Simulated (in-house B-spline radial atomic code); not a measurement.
**Removing one electron from Pd²⁸⁺**

Closed shell [Ne] 3s2 3p6. Computed with an all-electron radial atomic-structure program (B-spline basis): Koopmans values of Dirac-Hartree-Fock plus a diagonal self-energy, in second order or with its direct term screened (direct RPA, with the hole-particle interaction, or full time-dependent Hartree-Fock), linearised in energy; no-pair Dirac-Coulomb Hamiltonian, finite nucleus. Shifts add to the Koopmans value (the ΔSCF shift is orbital relaxation alone); the final value takes TDHF screening with Breit and QED.

Command:
```bash
python run_mb.py task.json out
```
Settings (nuclear radius in fm, box in bohr, cutoff in hartree):
```
basis_form          2
Z                   46
core_configuration  [Ne] 3s2 3p6
rms_radius          4.5318
mass_number         106
speed_of_light      137.036
box_radius          3.743
lmax                7
intervals           58
virtual_cutoff      8464.0
```

Cost of the run: 7.9 s on 1 thread of Arm Neoverse V1, with other jobs on the host.

Energies in eV:

```
subshell  Koopmans  ΔSCF shift  second order  direct RPA  hole-particle   TDHF  Breit + QED    final
   3p3/2   1646.17      -1.028             ?           ?              ?      ?            ?        ?
   3p1/2   1683.07      -1.103         0.743       0.730          0.478  0.535       -1.543  1682.07
```

**Question.** What does the self-energy do to 3p3/2?

**Answer.** It shifts the removal energy by 1.038 eV in second order, 0.865 with direct RPA, 0.772 with the hole-particle term and 0.849 with TDHF screening (quasi-particle weight 0.989); Breit and QED add -1.040 eV. The final value is 1645.98 eV, against 1644 ± 5 eV (NIST, semi-empirical).
